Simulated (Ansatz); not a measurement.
Cost and result for the atomization energy of `[SH][Al]([Cl])[Cl]` (5 atoms, 4 bonds).

Z-matrix (Å, degrees):
```
Al
S 1 2.158
Cl 1 2.080 2 121.1
Cl 1 2.076 2 119.0 3 180.0
H 2 1.345 1 92.1 3 -0.0
```

The species carries charge 0 and has multiplicity 1. The geometry is a stationary point of PBE0-D4/def2-TZVP. It is one conformer, not always the lowest. Program: Ansatz. All runs use 4 threads of an Arm Neoverse V2 on a shared host. Times are those of one run each, without the atoms' runs, and a repeat can differ threefold. Electronic energies, without spin–orbit coupling; frozen cores. CCSD(T)/CBS adds CCSD(T) − MP2 in def2-TZVPP to the MP2 limit, and its time is that of the two runs behind it. T1 = 0.009. HSE06 is the plane-wave form, built on full-range PBE exchange.

CCSD(T)/CBS is a level of theory with its own doubt, some kJ/mol a heavy atom from the limit and from the frozen cores, so smaller differences don't rank the functionals.

```csv
level,functions,wall time
LDA (SPW92)/def2-TZVPP,182,0.65 s
CCSD(T)/def2-SVP,77,0.65 s
BLYP-D4/def2-TZVPP,182,1.1 s
BHLYP-D4/def2-TZVPP,182,1.6 s
HSE06-D4/def2-TZVPP,182,1.9 s
PBE-QIDH/def2-TZVPP,182,2.3 s
B2PLYP/def2-TZVPP,182,2.5 s
r2SCAN-D4/def2-TZVPP (with forces),182,2.6 s
r2SCANh-D4/def2-TZVPP,182,2.9 s
MP2/def2-QZVPP,310,4.8 s
ωB97M-V/def2-TZVPP (with forces),182,6 s
CCSD(T)/def2-TZVPP,182,20 s
CCSD(T)/CBS(def2),–,24 s
```

What atomization energy does each give, and how far from CCSD(T)/CBS? (Best estimate.)

Ansatz gave: 
| level | atomization (kJ/mol) | difference from CCSD(T)/CBS | per bond |
| --- | --- | --- | --- |
| LDA (SPW92)/def2-TZVPP | 1766.6 | 185.6 | 46.4 |
| CCSD(T)/def2-SVP | 1444.7 | -136.3 | -34.1 |
| BLYP-D4/def2-TZVPP | 1524.7 | -56.3 | -14.1 |
| BHLYP-D4/def2-TZVPP | 1513.0 | -68.0 | -17.0 |
| HSE06-D4/def2-TZVPP | 1568.0 | -13.0 | -3.2 |
| PBE-QIDH/def2-TZVPP | 1572.2 | -8.8 | -2.2 |
| B2PLYP/def2-TZVPP | 1533.9 | -47.1 | -11.8 |
| r2SCAN-D4/def2-TZVPP (with forces) | 1596.9 | 15.9 | 4.0 |
| r2SCANh-D4/def2-TZVPP | 1585.6 | 4.6 | 1.2 |
| MP2/def2-QZVPP | 1615.7 | 34.7 | 8.7 |
| ωB97M-V/def2-TZVPP (with forces) | 1587.6 | 6.6 | 1.7 |
| CCSD(T)/def2-TZVPP | 1521.6 | -59.4 | -14.8 |
| CCSD(T)/CBS(def2) | 1581.0 | 0.0 | 0.0 |

Leaving LDA and LC-ωPBE aside and taking each functional with its dispersion term where it has one, the values, not all of them listed here, spread over 100.9 kJ/mol, from BHLYP-D4 to B97M-V. LDA lies +201.6 kJ/mol from PBE without D4, its usual overbinding. The D4 term adds +25.9 kJ/mol with B3LYP and +13.6 kJ/mol with PBE0; it sums over pairs of atoms, weighted by their polarisabilities, and B3LYP, whose exchange is more repulsive, gets the larger term. From PBE to PBE0 (25 % exact exchange), in def2-TZVPP and without D4, the atomization energy moves by −11.8 kJ/mol: exact exchange takes away binding that semilocal exchange gives to molecules.

B3LYP here is the variant with VWN-RPA as its local correlation; programs differ in this.
